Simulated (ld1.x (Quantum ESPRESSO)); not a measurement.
Pm: one change to a TM semilocal potential, before and after

```json
{
  "Element": "Pm (Z = 61)",
  "Generator": "ld1.x (Quantum ESPRESSO) 7.5",
  "Type": "norm-conserving Troullier–Martins (semilocal form)",
  "Functional": "PBEsol",
  "Relativity": "scalar-relativistic",
  "Frozen core": "[Kr] 4d10 5s2",
  "Valence charge": "13",
  "Reference configuration": "4f5 5p6 5d0 6s2 6p0",
  "Partial waves": "6s (bound): rc 3.85 bohr; 5d (bound, empty): rc 3.35 bohr; 4f (bound): rc 1.05 bohr; 5p (bound): rc 1.90 bohr",
  "Local potential": "the p channel",
  "Core correction": "Bessel-smoothed model core inside 0.95 bohr"
}
```

All-electron outer shells of the reference configuration (PBEsol, scalar-relativistic, ld1.x):

| shell | level (eV) | outermost node (bohr) | outermost maximum (bohr) |
| --- | --- | --- | --- |
| 4d | -122.65 | 0.29 | 0.60 |
| 5s | -41.90 | 0.70 | 1.29 |
| 5p | -22.68 | 0.75 | 1.46 |
| 6s | -3.56 | 1.73 | 3.72 |
| 4f | -2.19 | – | 0.64 |
| 5d | -1.82 | 0.86 | 2.20 |
| 6p | -1.20 | 2.09 | 4.96 |

Change: core [Kr] 4d10, valence charge 15; reference 4f5 5s2 5p6 5d0 6s2 6p0; waves now 5s (bound): rc 2.15 bohr; 5p (bound): rc 2.50 bohr; 4f (bound): rc 1.35 bohr; 5d (bound): rc 2.95 bohr; local potential the d channel; core correction Bessel-smoothed model core, default radius (core density twice the valence density) (6s counted twice).

Cutoffs: the cutoffs (Ry, on a coarse ladder) from which the occupation-weighted sum of valence levels, in a spherical-Bessel basis at the reference potential, stays within 10 and 1 mRy of its value at 400 Ry; they do not see the model core or the augmentation charge, which bear on the density cutoff. Errors are all-electron minus pseudo energies relative to the spin-unpolarised reference configuration.

Task: What does the change do?

Result: The miss of the reference levels goes from 0.00 to 0.54 eV; the number of tests that count goes from 7 to 6; neither file shows a bound ghost at the reference potential, the only one tested. In the semilocal form every listed channel keeps its own potential, so the choice of the local channel does not act on these tests. It acts once the file is put into the separable form. A semilocal file is local in each channel, so a ghost entry of none says nothing of the separable form that plane-wave codes build from it. In the changed file ld1.x takes every shell without a wave as core, so the model core holds the 6s electrons as well and exchange and correlation see them twice. This cancels in the reference configuration, but the file is broken for other ones, and its errors say nothing about a proper core correction. Several settings change at once here, so the effects cannot be laid on one of them.

| quantity | base | changed |
| --- | --- | --- |
| cutoff, loose | 300 Ry | 200 Ry |
| cutoff, tight | over 300 Ry | 300 Ry |
| loose cutoff by channel (10 mRy a level) | s 6 Ry, f 260 Ry, p 25 Ry | s 18 Ry, p 10 Ry, f 180 Ry |
| bound ghosts | none | none |
| largest miss of a reference level, eV | 0.00 | 0.54 |
| tests counted (converged, no solver errors) | 7 of 7 | 6 of 7 |

Base: These tests converged, but a pseudo level misses the all-electron one widely, so the file describes the atom poorly there or has found another state: 4f5 5p6 5d0 6s0 6p0: empty 6p by 6.7 eV. Changed file: Tests not counted: 4f5 5s2 5p6 5d0 6s1 6p1 (solver errors, printed error -10.6 eV). These tests converged, but a pseudo level misses the all-electron one widely, so the file describes the atom poorly there or has found another state: 4f5 5s2 5p6 5d0 6s1 6p0: empty 6p by 3.7 eV; 4f5 5s2 5p6 5d0 6s0 6p0: empty 6p by 6.7 eV; 4f4 5s2 5p6 5d0 6s0 6p0: empty 6p by 6.5 eV; 4f5 5s2 5p5 5d0 6s2 6p0: empty 6p by 4.4 eV.
